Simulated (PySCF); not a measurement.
C₂H₅Be (SMILES [Be][CH2]C), doublet, geometry from GFN2-xTB (such geometries of metal compounds can be far from the true shape) (the spin is typed, not shown lowest). Base run: PySCF with DF-PBE/aug-cc-pVDZ.

The PySCF input:
```python
from pyscf import gto, scf, dft

mol = gto.M(
    atom='''
Be    0.859337    1.272339    0.932752
C     0.560763   -0.250559    0.142332
C    -0.843514   -0.222504   -0.472719
H     0.610207   -1.118816    0.809056
H     1.267254   -0.484044   -0.662149
H    -0.937561    0.579632   -1.204972
H    -1.605618   -0.065777    0.290887
H    -1.075126   -1.161975   -0.981506
''',
    basis='aug-cc-pvdz',
    charge=0,
    spin=1,
    verbose=4,
)

mf = dft.UKS(mol)
mf.xc = 'pbe'
mf = mf.density_fit(auxbasis='def2-universal-jkfit')
mf.kernel()
```

Variants of this job, named by their change:

| change | ΔE vs base (mEh) | SCF cycles | <S^2> | outcome |
|---|---|---|---|---|
| base | 0.000 | 10 | 0.751 | converged |
| init_guess = mod_huckel | 0.000 | 12 | 0.751 | converged |
| diis_space = 20 | 0.000 | 10 | 0.751 | converged |
| level_shift = 1.0 (with mf.max_cycle = 100) | 0.000 | 59 | 0.751 | converged |
| DIIS = EDIIS | - | 50 | - | not converged |
| conv_tol = 1e-6 | 0.000 | 7 | 0.751 | converged |
| init_guess = sap | 0.000 | 13 | 0.751 | converged |
| level_shift = 0.5 (with mf.max_cycle = 100) | 0.000 | 33 | 0.751 | converged |
| solver = newton | 0.000 | - | 0.751 | converged |
| conv_tol = 1e-11 | 0.000 | 12 | 0.751 | converged |
| diis = off (with mf.max_cycle = 100) | - | 100 | - | not converged |
| diis_space = 12 | 0.000 | 10 | 0.751 | converged |
| conv_tol_grad = 1e-7 | 0.000 | 14 | 0.751 | converged |

Open shells are given as the SCF converged; they aren't shown to be the lowest states, and a large step between rows can be another state.
